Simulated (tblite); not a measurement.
Compound: C₅H₁₅AsGe.
Numbering: `[CH3:1][CH2:2][Ge@@H:3]([AsH2:4])[CH:5]([CH3:6])[CH3:7]` (hydrogens: H8, H9, H10 on C1; H11, H12 on C2; H13 on Ge3; H14, H15 on As4; H16 on C5; H17, H18, H19 on C6; H20, H21, H22 on C7)

Computed with GFN2-xTB (tblite), gas phase: L-BFGS steps from a force-field or distance-geometry start until the largest atomic force falls under 0.01 eV/Å.

Step 74: E = -616.0680 eV
```
atom  x, y, z in Å  |  force x, y, z in eV/Å
C1     -2.9301   -0.9286   -0.2158    0.002   0.001   0.001
C2     -1.4743   -1.1116    0.1787    0.004   0.000  -0.011
Ge3    -0.2962    0.3062   -0.6205    0.036   0.027   0.044
As4    -0.7445    2.5213    0.2475   -0.028  -0.010   0.016
C5      1.6706   -0.1323   -0.4001   -0.017  -0.026   0.007
C6      2.4687    1.1536   -0.2440   -0.026  -0.019  -0.005
C7      1.9133   -1.0538    0.7869   -0.007   0.007  -0.004
H8     -3.0380   -0.9846   -1.2980   -0.016   0.014   0.009
H9     -3.2964    0.0439    0.1154   -0.002   0.005  -0.022
H10    -3.5591   -1.6960    0.2343    0.005  -0.005  -0.009
H11    -1.3835   -1.0763    1.2663    0.034  -0.008  -0.016
H12    -1.1257   -2.0911   -0.1472   -0.001  -0.013   0.012
H13    -0.5568    0.2395   -2.1354   -0.017   0.008  -0.002
H14    -1.6288    2.8503   -0.9157   -0.017   0.003  -0.015
H15    -1.9503    2.0231    0.9931    0.021   0.004   0.000
H16     2.0010   -0.6344   -1.3135    0.015  -0.030   0.026
H17     2.2021    1.6478    0.6924   -0.010   0.021   0.007
H18     2.2538    1.8377   -1.0661    0.021   0.026  -0.015
H19     3.5396    0.9553   -0.2288    0.006  -0.006  -0.007
H20     1.4051   -2.0066    0.6477    0.009   0.009   0.004
H21     1.5406   -0.5966    1.7040    0.002   0.003  -0.011
H22     2.9786   -1.2472    0.9164   -0.013  -0.012  -0.008
```

Step 75: E = -616.0684 eV
```
atom  x, y, z in Å  |  force x, y, z in eV/Å
C1     -2.9334   -0.9256   -0.2168    0.000   0.004  -0.009
C2     -1.4762   -1.1130    0.1708   -0.006  -0.014  -0.002
Ge3    -0.2941    0.3043   -0.6230    0.014   0.032   0.061
As4    -0.7433    2.5185    0.2480   -0.027  -0.018   0.030
C5      1.6710   -0.1332   -0.3971   -0.010  -0.030   0.010
C6      2.4689    1.1542   -0.2493   -0.022  -0.026   0.000
C7      1.9151   -1.0495    0.7939   -0.005   0.005  -0.001
H8     -3.0456   -0.9728   -1.2987   -0.013   0.014  -0.004
H9     -3.2972    0.0450    0.1225   -0.004   0.004  -0.017
H10    -3.5625   -1.6962    0.2281    0.015   0.004  -0.003
H11    -1.3833   -1.0851    1.2581    0.041  -0.001  -0.004
H12    -1.1318   -2.0921   -0.1601    0.005  -0.019   0.003
H13    -0.5490    0.2374   -2.1380   -0.019   0.012  -0.012
H14    -1.6375    2.8456   -0.9068   -0.026   0.004  -0.026
H15    -1.9419    2.0158    1.0037    0.029   0.008  -0.006
H16     2.0006   -0.6407   -1.3078    0.021  -0.028   0.025
H17     2.2032    1.6544    0.6844   -0.016   0.019  -0.003
H18     2.2546    1.8327   -1.0765    0.024   0.017  -0.002
H19     3.5398    0.9552   -0.2314    0.005  -0.004  -0.014
H20     1.4071   -2.0033    0.6603    0.008   0.014  -0.002
H21     1.5445   -0.5899    1.7108   -0.002   0.012  -0.016
H22     2.9806   -1.2423    0.9224   -0.012  -0.012  -0.009
```

Step 76: E = -616.0690 eV
```
atom  x, y, z in Å  |  force x, y, z in eV/Å
C1     -2.9372   -0.9221   -0.2181    0.000   0.007  -0.018
C2     -1.4785   -1.1149    0.1617   -0.013  -0.026   0.008
Ge3    -0.2916    0.3025   -0.6252   -0.018   0.026   0.057
As4    -0.7421    2.5146    0.2492   -0.021  -0.012   0.033
C5      1.6714   -0.1347   -0.3939    0.002  -0.022   0.009
C6      2.4689    1.1545   -0.2553   -0.008  -0.023   0.007
C7      1.9169   -1.0443    0.8019   -0.001   0.001   0.003
H8     -3.0547   -0.9593   -1.2996   -0.007   0.012  -0.016
H9     -3.2983    0.0462    0.1304   -0.005   0.001  -0.009
H10    -3.5659   -1.6966    0.2211    0.023   0.015   0.003
H11    -1.3822   -1.0948    1.2487    0.043   0.006   0.009
H12    -1.1388   -2.0938   -0.1744    0.010  -0.020  -0.008
H13    -0.5408    0.2351   -2.1413   -0.018   0.019  -0.009
H14    -1.6475    2.8406   -0.8967   -0.030   0.000  -0.028
H15    -1.9314    2.0074    1.0161    0.027   0.008  -0.007
H16     2.0009   -0.6484   -1.3011    0.024  -0.025   0.021
H17     2.2032    1.6626    0.6747   -0.021   0.011  -0.016
H18     2.2569    1.8275   -1.0886    0.023  -0.002   0.016
H19     3.5399    0.9551   -0.2333   -0.002  -0.002  -0.021
H20     1.4087   -1.9988    0.6747    0.003   0.012  -0.008
H21     1.5492   -0.5813    1.7180   -0.006   0.023  -0.018
H22     2.9825   -1.2375    0.9287   -0.007  -0.010  -0.007
```

Step 77: E = -616.0695 eV
```
atom  x, y, z in Å  |  force x, y, z in eV/Å
C1     -2.9409   -0.9187   -0.2197    0.004   0.008  -0.021
C2     -1.4809   -1.1173    0.1531   -0.011  -0.031   0.015
Ge3    -0.2894    0.3010   -0.6263   -0.044   0.009   0.033
As4    -0.7413    2.5104    0.2508   -0.011   0.007   0.023
C5      1.6718   -0.1364   -0.3908    0.013  -0.007   0.004
C6      2.4687    1.1544   -0.2611    0.009  -0.013   0.011
C7      1.9187   -1.0392    0.8096    0.003  -0.004   0.007
H8     -3.0637   -0.9459   -1.3008    0.001   0.010  -0.023
H9     -3.2995    0.0473    0.1378   -0.004  -0.004  -0.003
H10    -3.5688   -1.6969    0.2144    0.024   0.022   0.008
H11    -1.3803   -1.1040    1.2396    0.038   0.008   0.018
H12    -1.1455   -2.0959   -0.1883    0.011  -0.016  -0.017
H13    -0.5333    0.2333   -2.1446   -0.015   0.027   0.004
H14    -1.6575    2.8358   -0.8876   -0.027  -0.007  -0.020
H15    -1.9208    1.9993    1.0281    0.014   0.003  -0.003
H16     2.0019   -0.6564   -1.2941    0.023  -0.020   0.015
H17     2.2028    1.6705    0.6651   -0.024  -0.001  -0.028
H18     2.2598    1.8225   -1.0999    0.018  -0.022   0.030
H19     3.5399    0.9550   -0.2353   -0.008  -0.002  -0.022
H20     1.4102   -1.9942    0.6885   -0.005   0.007  -0.011
H21     1.5536   -0.5723    1.7245   -0.009   0.031  -0.015
H22     2.9842   -1.2330    0.9345    0.000  -0.008  -0.004
```

Problem. Estimate the geometry and energy of step 78. (The exact step hangs on the optimiser's Hessian estimate; all steps are aligned on step 77, rigid shifts and turns removed.)

Solution. E = -616.0700 eV, largest force 0.053 eV/Å
```
atom  x, y, z in Å  |  force x, y, z in eV/Å
C1     -2.9441   -0.9153   -0.2216    0.009   0.006  -0.017
C2     -1.4832   -1.1200    0.1457   -0.002  -0.025   0.016
Ge3    -0.2882    0.2999   -0.6261   -0.052  -0.011   0.001
As4    -0.7414    2.5070    0.2525   -0.003   0.030   0.003
C5      1.6722   -0.1382   -0.3877    0.016   0.007  -0.003
C6      2.4687    1.1540   -0.2660    0.021  -0.004   0.010
C7      1.9204   -1.0347    0.8166    0.005  -0.006   0.009
H8     -3.0716   -0.9337   -1.3024    0.010   0.006  -0.023
H9     -3.3006    0.0484    0.1442    0.001  -0.007   0.002
H10    -3.5709   -1.6965    0.2086    0.017   0.024   0.009
H11    -1.3779   -1.1123    1.2319    0.025   0.004   0.019
H12    -1.1513   -2.0981   -0.2012    0.008  -0.007  -0.020
H13    -0.5268    0.2326   -2.1469   -0.013   0.034   0.020
H14    -1.6672    2.8312   -0.8804   -0.018  -0.016  -0.003
H15    -1.9114    1.9924    1.0388   -0.005  -0.003   0.004
H16     2.0030   -0.6641   -1.2873    0.019  -0.013   0.008
H17     2.2025    1.6772    0.6564   -0.022  -0.012  -0.032
H18     2.2622    1.8179   -1.1091    0.008  -0.035   0.033
H19     3.5400    0.9547   -0.2387   -0.009  -0.004  -0.017
H20     1.4122   -1.9902    0.7004   -0.014   0.001  -0.012
H21     1.5570   -0.5640    1.7300   -0.010   0.035  -0.009
H22     2.9859   -1.2288    0.9399    0.007  -0.005   0.002
```

The energy changes by -0.0005 eV. The first-order estimate −F·Δx gives -0.0007 eV and the mean of the old and new forces, exact on a quadratic surface, -0.0005 eV. The step makes an angle of 84° with the force vector and moves no atom by more than 0.016 Å.

The cost below is that of the whole relaxation. Hardware: Arm Neoverse V1, one thread, shared host with 64 logical CPUs at a one-minute load of 12. Cost: 1.8 s.
